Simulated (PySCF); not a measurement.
## Frontier orbitals and the lowest excitations

Species: C5H6F2O.
Z-matrix (Å and degrees, GFN2-xTB geometry), rows numbered from 1:
```
F 
C   1  1.3690
C   2  1.4871  1  111.15
C   3  1.3259  2  130.72  1     6.39
C   4  1.4952  3  109.47  2   177.88
O   5  1.4287  4  104.58  3     6.78
C   6  1.3700  5  109.66  4   -13.80
F   7  1.4003  3  108.35  2   -68.24
H   2  1.0974  1  107.32  3   120.99
H   2  1.0972  1  107.14  3  -121.53
H   4  1.0727  3  127.54  2    -1.88
H   5  1.0936  4  113.37  3   124.01
H   5  1.0976  4  111.56  3  -112.60
H   7  1.0977  3  116.43  2    49.04
```

The calculation used TDDFT wB97X-D/def2-SVPD, vertical, gas phase, core orbitals frozen in the response (PySCF).

Kohn–Sham orbitals with the atoms that hold most of them (Löwdin shares over 4%, at most four atoms; ? is withheld):

| orbital | ε (eV) | atoms |
| --- | --- | --- |
| HOMO-3 | -12.35 | O6 24%, C5 17%, C4 17%, F1 9% |
| HOMO-2 | -11.62 | O6 22%, F8 21%, C3 17%, C7 14% |
| HOMO-1 | -10.73 | O6 59%, C5 9%, F8 8%, C4 6% |
| HOMO | ? | ? |
| LUMO | 1.40 | ? |
| LUMO+1 | 2.26 | C2 17%, C4 14%, C5 12%, C7 7% |
| LUMO+2 | 2.70 | C2 17%, C5 16%, H12 11%, H10 10% |

Task: Which atoms hold the HOMO, and with what shares?

Result: C3 (bonded to 3 C) 30%; C4 (bonded to 2 C and H) 29%; C5 (bonded to C, O and 2 H) 9%; C2 (bonded to C, F and 2 H) 7%.

Task: Give the leading atoms of the LUMO.

Result: C4 (bonded to 2 C and H) 32%; C3 (bonded to 3 C) 28%; C5 (bonded to C, O and 2 H) 6%; H11 (bonded to C) 6%. By element: carbon 66% or more, hydrogen 6% or more.

Task: What is the HOMO energy, and the HOMO–LUMO gap?

Result: ε(HOMO) = -9.77 eV; the gap is 11.17 eV (0.4105 hartree).

Task: The HOMO–LUMO gap is 11.17 eV. Where does the response calculation put the lowest singlet, and from which orbitals?

Result: S1 is at 7.10 eV (f = 0.302), 4.07 eV below the gap, made of HOMO→LUMO (87%), HOMO-1→LUMO (8%). 

Task: Give energy, strength and leading configuration of S1, S2, S3 and S4, and follow the Löwdin shares of the leading atoms from the occupied to the empty orbital.

Result: 
- S1 (7.10 eV, f 0.302), HOMO→LUMO (87%): C3 30% → 28%, C4 29% → 32%
- S2 (7.51 eV, f 0.033), HOMO-1→LUMO (89%): O6 59% → at most 6%, C5 9% → 6%, C4 6% → 32%, C3 at most 6% → 28%
- S3 (7.85 eV, f 0.0074), HOMO→LUMO+1 (85%): C3 30% → at most 8%, C4 29% → 14%, C2 7% → 17%
- S4 (7.97 eV, f 0.014), HOMO-2→LUMO (93%): O6 22% → at most 6%, F8 21% → at most 6%, C4 at most 15% → 32%, C3 17% → 28%

Löwdin shares depend on the basis, the more so with diffuse functions.

The run took 42 s on one thread of an Arm Neoverse V1, on a shared host.

One conformer stands for the species.
